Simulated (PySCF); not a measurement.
C3H8Si.
Structure used (PBE0-D3(BJ)/def2-SVP), in Å, numbered top down from 1:
```
atom  x, y, z in Å
C1     1.5623   -1.1968    0.4550
C2     1.0065    0.0161    0.5097
C3     0.0997    0.6061   -0.5198
Si4   -1.7065    0.6325    0.0551
H5     2.1929   -1.5705    1.2653
H6     1.4075   -1.8596   -0.4027
H7     1.1926    0.6367    1.3958
H8     0.1472    0.0412   -1.4654
H9     0.3862    1.6477   -0.7468
H10   -2.1883   -0.7595    0.3028
H11   -2.5679    1.2697   -0.9895
H12   -1.8328    1.4174    1.3219
```

ESP-fitted charges (e) from the PBE0/pcSseg-1 density (PySCF), one withheld:

```json
{"atom": "C1", "bonded to": "C2 H5 H6", "charge": "?"}
{"atom": "C2", "bonded to": "C1 C3 H7", "charge": "-0.0555"}
{"atom": "C3", "bonded to": "C2 Si4 H8 H9", "charge": "-0.2328"}
{"atom": "Si4", "bonded to": "C3 H10 H11 H12", "charge": "+0.4030"}
{"atom": "H5", "bonded to": "C1", "charge": "+0.2016"}
{"atom": "H6", "bonded to": "C1", "charge": "+0.2212"}
{"atom": "H7", "bonded to": "C2", "charge": "+0.1325"}
{"atom": "H8", "bonded to": "C3", "charge": "+0.1108"}
{"atom": "H9", "bonded to": "C3", "charge": "+0.0920"}
{"atom": "H10", "bonded to": "Si4", "charge": "-0.0959"}
{"atom": "H11", "bonded to": "Si4", "charge": "-0.1212"}
{"atom": "H12", "bonded to": "Si4", "charge": "-0.1082"}
```

Problem. What is the charge on C1?

Solution. The charges add up to the total charge, 0. The others sum to +0.5475, which leaves -0.5475 e for C1 (terminal =CH2 carbon); the computed value is -0.5476, the difference coming from rounding.

Problem. Add each hydrogen's charge to the atom that carries it.

Solution. C1 -0.1248, C2 +0.0770, C3 -0.0300, Si4 +0.0777.

Problem. Across which bond do the charges differ most?

Solution. H6–C1: +0.2212 on H6 against -0.5476 on C1, a difference of 0.7688 e. The lower charge is on the more electronegative element of the two (Pauling values: C 2.55, H 2.20).

Problem. Take the bonds between elements whose Pauling electronegativities differ by more than 0.25. In how many does the more electronegative atom carry the lower charge?

Solution. In 9 of 9.

Problem. How much positive and how much negative charge does this set hold in all?

Solution. +1.1611 e on 6 atoms and -1.1612 e on 6.

The ESP scheme fits charges at the nuclei, held to the total charge, to the electrostatic potential on points at 1.4 to 2.0 times the van der Waals radii. The structure is a single PBE0-D3(BJ)/def2-SVP conformer in the gas phase; no vibrational or solvent corrections.
